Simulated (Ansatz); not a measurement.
Basis-set series for C$_{2}$H$_{8}$ClN$_{2}$Nb, SMILES `C[N]=[Nb]([CH3])([NH2])[Cl]`. Total charge 0; spin multiplicity 1. Nb takes the def2 core potential. The structure was optimised at the PBE0-D4/def2-TZVP level. It is one conformer, not always the lowest.

```csv
functional,basis,functions,energy (Eh),HOMO (eV),LUMO (eV)
PBE0-D4,def2-SVP,145,-707.17599,-7.29,-1.15
PBE0-D4,def2-TZVPP,334,-707.56665,-7.35,-1.29
ωB97M-V,def2-SVP,145,-707.33678,-9.56,0.92
ωB97M-V,def2-TZVPP,334,-707.73604,-9.63,0.76
```

Give the rows for def2-QZVPP. (Estimate.)

Ansatz gave: 
| functional | basis | functions | energy (Eh) | HOMO (eV) | LUMO (eV) |
| --- | --- | --- | --- | --- | --- |
| PBE0-D4 | def2-QZVPP | 619 | -707.59464 | -7.37 | -1.33 |
| ωB97M-V | def2-QZVPP | 619 | -707.76304 | -9.66 | 0.48 |

Positive LUMOs are unbound and depend on the basis.
